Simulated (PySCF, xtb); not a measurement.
CaCl, SMILES [Cl][Ca+], charge +1.

GFN2-xTB (xtb) at its own geometry gives an orbital gap of 1.80 eV.

Geometry optimised at PBE0-D3(BJ)/def2-TZVPD. The spin state was assumed, not searched.

What does HF/def2-TZVPD (PySCF) give? (The exact figures need the calculation; the answer reports its results.)

gap 10.43 eV (levels -15.86 and -5.43 eV).
